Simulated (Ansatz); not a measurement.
Gas-phase electronic energies from Ansatz, PBE0-D4/def2-TZVP geometries. CCSD(T)/CBS adds triple-zeta CCSD(T) − MP2 to the extrapolated MP2 energy (def2 sets, frozen cores). This one scheme is used for every species, atoms too. Functionals use def2-TZVPP. HSE06 is defined as in plane-wave codes. No spin–orbit coupling; open shells (•) take unrestricted orbitals. Spin–orbit coupling would lower the free atoms: a little for Cl, O, S, Si. Each species was taken in one conformer, which may not be the lowest.

`O[Si](O)([S])Cl`• → Cl• + 2 H• + 2 O• + S• + Si•  (atomization)

| level | ΔE (kcal/mol) |
| --- | --- |
| BLYP-D4 | 612.0 |
| HSE06-D4 | 612.1 |
| MP2/CBS(def2) | 643.1 |
| CCSD/CBS(def2) | 606.6 |

Problem. What does CCSD(T)/CBS give? (Estimate.)

Solution. The calculation gave: +618.9 kcal/mol. The listed levels differ from it by -6.9, -6.8, 24.2, -12.3 kcal/mol.

Largest T1 diagnostic among the species: 0.013.

Leaving LDA and LC-ωPBE aside and taking each functional with its dispersion term where it has one, the values, not all of them listed here, spread over 41.5 kcal/mol, from BHLYP-D4 to PBE-D4. LDA lies +95.4 kcal/mol from PBE without D4, its usual overbinding. At CCSD(T), def2-SVP lies −68.1 kcal/mol from the extrapolated value and def2-TZVPP −24.1 kcal/mol: correlation converges slowly with the basis, and small sets miss more of it in the bonded molecule than in its fragments.

For atomizations the MP2-based limit and the directly extrapolated one differ by several kJ/mol either way, and by 10 to 25 for some Ge, Se and Sn compounds, so smaller differences from it don't rank the levels.
